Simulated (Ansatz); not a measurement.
Geometry optimisation, RKS PBE0-D4/def2-SVP in Ansatz 0.2.0.

The input (input.yaml):

```yaml
crystal:
  periodic: [false, false, false]
  atoms:
    - { symbol: Al, position_ang: [0.004659, -0.383186, -0.016165] }
    - { symbol: O, position_ang: [-0.450704, -0.672882, 1.644323] }
    - { symbol: Si, position_ang: [-1.294263, -0.595664, 3.045034] }
    - { symbol: H, position_ang: [-2.66269, -1.184013, 2.897821] }
    - { symbol: H, position_ang: [-0.585008, -1.324374, 4.138168] }
    - { symbol: H, position_ang: [-1.44986, 0.837473, 3.465407] }
    - { symbol: H, position_ang: [1.541348, -0.484387, -0.375725] }
    - { symbol: H, position_ang: [-1.144209, -0.163673, -1.084005] }
    - { symbol: Si, position_ang: [0.047429, 2.930165, 1.159999] }
    - { symbol: H, position_ang: [0.559103, 3.280276, 2.514169] }
    - { symbol: H, position_ang: [1.006528, 3.365865, 0.105736] }
    - { symbol: H, position_ang: [-1.293333, 3.533777, 0.919749] }
    - { symbol: H, position_ang: [-0.087301, 1.457124, 1.11049] }
basis:
  gaussian: { orbitals: def2-SVP }
hamiltonian:
  xc: pbe0
  dispersion: d4
relax:
  f_tol: 0.03
  max_steps: 50
```

Launched with:

```bash
$ ansatz run input.yaml --threads 4 --pin off --max-ram 5120MiB --backend cpu --events-out ev --progress --plain --runs-dir out
```

Q: Where does it end, and by what steps?

A: It converged. After 4 steps the energy has fallen by 0.120 eV; H13 moved furthest, 0.33 Å.

```tsv
step	energy less start (eV)	largest force component (eV/Å)	accepted
0	0.0000	0.888	yes
1	-0.0907	0.691	yes
2	-0.1155	0.184	yes
3	-0.1195	0.056	yes
4	-0.1201	0.019	yes
```

```xyz
13
Properties=species:S:1:pos:R:3
Al -0.037 -0.342 0.149
O -0.535 -0.859 1.704
Si -1.365 -0.815 3.120
H -2.736 -1.393 2.964
H -0.642 -1.584 4.178
H -1.509 0.604 3.587
H 1.509 -0.423 -0.192
H -1.153 -0.047 -0.940
Si 0.134 3.126 0.993
H 0.650 3.401 2.361
H 1.079 3.603 -0.054
H -1.227 3.693 0.795
H 0.024 1.633 0.860
```

Whether the end is a true minimum wasn't checked by a vibrational analysis.

The run took 11 s on 4 threads of Arm Neoverse V1 (shared host), peak memory 0.26 GiB.
